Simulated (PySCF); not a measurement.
Bonds (- single, = double, # triple, : aromatic): O1=C2 1.204 Å, C2-O3 1.340 Å, C2-C4 1.486 Å, C4:C5 1.392 Å, C5:C6 1.387 Å, C6:N7 1.322 Å, N7:C8 1.322 Å, C8:C9 1.386 Å, C9:C4 1.393 Å. O3 carries H10; C5 carries H11; C6 carries H12; C8 carries H13; C9 carries H14.

How the numbers were obtained: coordinates at the GFN2-xTB level, GIAO PBE0/pcSseg-1 shieldings, in PySCF 2.14 (one computed conformer, fast rotation and ring inversion assumed for equivalent nuclei, non-relativistic Hamiltonian, gas phase).

Question: List the cross peaks expected in HSQC, COSY and HMBC spectra.

Answer: 

HSQC (one-bond C–H):
```csv
δH,δC
9.25 (H12/H13),156.8 (C6/C8)
8.18 (H11/H14),129.1 (C5/C9)
```

COSY cross peaks (H two or three bonds apart, from the bond graph; peaks can be absent where the dihedral angle is near 90°):
```csv
δH,δH
9.25 (H12/H13),8.18 (H11/H14)
```

HMBC (two and three bonds, from the bond graph):
```csv
δH,δC
9.25 (H12/H13),"156.8 (C6/C8), 140.1 (C4), 129.1 (C5/C9)"
8.18 (H11/H14),"170.9 (C2), 156.8 (C6/C8), 140.1 (C4), 129.1 (C5/C9)"
```

Scale: $^{1}$H (σ = 31.72 ppm), $^{13}$C (σ = 186.93 ppm) against TMS (reference shieldings calculated alike).

Exchangeable OH/NH protons stand at their gas-phase positions; hydrogen bonding in a real sample shifts them, mostly to higher δ. Shifts are as computed. Against solution values, carbons near 30 ppm lie about +3 ppm off and those near 130 ppm about +5 ppm. Of 1211 compounds with measured shifts, 218 miss one by over three times the rms of a fit or turn the order of signals round; such compounds aren't used in these exercises. The C=O carbon of an acid or of an amide with N–H lies up to 10 ppm further downfield in solution, through hydrogen bonding that the calculation lacks.
